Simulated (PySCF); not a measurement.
Mo(NH)(S)(Cl)(SH) (ClH₂MoNS₂), SMILES [NH]=[Mo](=[S])([SH])[Cl], multiplicity 1.

The structure is a stationary point at PBE-D3(BJ)/def2-SVP. The spin state was assumed, not searched. The structure was generated by enumeration; whether it is a known compound was not checked. The def2 effective core potentials stand for the cores of Mo; spin–orbit coupling is left out. The values are those of a single conformer.

Calculation: TDA-M06-2X/def2-SVPD run with PySCF 2.14.0.

Vertical excitations. 

| state | energy (eV) | λ (nm) | f | main pairs |
|---|---|---|---|---|
| S1 | 2.96 | 419 | 0.000 | HOMO−1→LUMO+1 70 % |
| S2 | 3.22 | 385 | 0.002 | HOMO−1→LUMO 67 %, HOMO→LUMO+1 24 % |
| S3 | 3.29 | 376 | 0.027 | HOMO→LUMO 64 %, HOMO−1→LUMO+1 16 %, HOMO−2→LUMO 11 % |
| S4 | 3.78 | 328 | 0.019 | HOMO→LUMO+1 44 %, HOMO−1→LUMO 12 %, HOMO−1→LUMO+3 12 %, HOMO−2→LUMO 10 % |
| S5 | 4.00 | 310 | 0.001 | HOMO−2→LUMO+1 18 %, HOMO−3→LUMO 17 %, HOMO−1→LUMO+2 17 %, HOMO−4→LUMO+1 13 % |
| S6 | 4.18 | 297 | 0.011 | HOMO−2→LUMO 25 %, HOMO→LUMO+2 16 %, HOMO−1→LUMO+2 11 %, HOMO−4→LUMO 9 % |
| S7 | 4.25 | 292 | 0.007 | HOMO−3→LUMO 37 %, HOMO−2→LUMO+1 28 %, HOMO−2→LUMO 7 % |
| S8 | 4.35 | 285 | 0.002 | HOMO−1→LUMO+2 34 %, HOMO−3→LUMO 18 %, HOMO→LUMO+2 11 %, HOMO→LUMO+3 10 % |
| S9 | 4.44 | 279 | 0.004 | HOMO→LUMO+3 31 %, HOMO−1→LUMO+3 26 %, HOMO→LUMO+2 10 %, HOMO−4→LUMO 7 % |
| S10 | 4.55 | 272 | 0.026 | HOMO→LUMO+2 53 %, HOMO→LUMO+3 14 %, HOMO−2→LUMO 11 % |
| T1 | 2.59 | 478 | 0 | HOMO→LUMO+1 41 %, HOMO→LUMO 17 %, HOMO−1→LUMO 13 %, HOMO−2→LUMO+1 10 % |
| T2 | 2.73 | 455 | 0 | HOMO−1→LUMO+1 77 %, HOMO→LUMO 17 % |
| T3 | 2.83 | 438 | 0 | HOMO−1→LUMO 62 %, HOMO→LUMO 27 % |
| T4 | 2.87 | 432 | 0 | HOMO→LUMO 34 %, HOMO→LUMO+1 31 %, HOMO−1→LUMO 15 %, HOMO−1→LUMO+1 7 % |
Triplets are in the Tamm–Dancoff approximation.
